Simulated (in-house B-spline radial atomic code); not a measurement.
Checks on a self-consistent run for the cadmium ion Cd⁴⁺, [Kr] 4d7 8g1. Level of theory: Dirac-Hartree-Fock, average of configuration, Fermi nucleus of rms radius 4.6087 fm; calculated with a B-spline radial code for spherical atoms.

```tsv
orbital	q	ε (Eh)	<1/r>	<r²>	small-component weight
1s1/2	2	-990.08863	50.642	0.0012492	0.030978
2s1/2	2	-152.54797	11.7167	0.0203149	0.0065359
2p1/2	2	-141.76645	11.6599	0.0152284	0.0065155
2p3/2	4	-134.65996	10.9302	0.016536	0.0062451
3s1/2	2	-32.03782	4.12875	0.144974	0.0018707
3p1/2	2	-27.67341	4.0263	0.140642	0.0018068
3p3/2	4	-26.36340	3.85198	0.149108	0.001737
3d3/2	4	-18.71550	3.67572	0.130724	0.0016066
3d5/2	6	-18.45321	3.63017	0.133301	0.0015853
4s1/2	2	-7.32027	1.58082	0.853617	0.00047185
4p1/2	2	-5.79868	1.47367	0.96133	0.00042216
4p3/2	4	-5.56337	1.42409	1.01338	0.0004048
4d3/2	2.8	-3.23213	1.18567	1.41833	0.00029638
4d5/2	4.2	-3.19891	1.17248	1.44517	0.00029136
8g7/2	0.44444	-0.19581	0.0788247	331.855	5.2956e-06
8g9/2	0.55556	-0.19581	0.0788309	331.834	5.2966e-06
```

Electron-electron repulsion V_ee = 1997.7833 hartree.

**Question.** What total energy follows from the eigenvalues?

**Answer.** The eigenvalues count the repulsion twice, so E = Σqε - V_ee = -3589.076 - 1997.783 = -5586.859 hartree; the run printed -5586.859.

**Question.** Does the Dirac virial theorem hold?

**Answer.** For a point nucleus E = -2c²Σq·w, with w the small-component weight. Here Σq·w = 0.14875 and c = 137.0360, so the ratio E/(-2c²Σq·w) is 1.000042; the finite nucleus accounts for the departure from 1.

**Question.** What diamagnetic shielding (Lamb formula) and susceptibility (Langevin formula) do the radii give?

**Answer.** σ = (α²/3)Σq<1/r> = 280.088/(3·137.036²) = 4971.7 ppm, and χ = -0.79199×10⁻⁶·Σq<r²> = -278.9×10⁻⁶ cm³/mol with Σq<r²> = 352.2 bohr². Both are non-relativistic formulas without the paramagnetism of open shells.
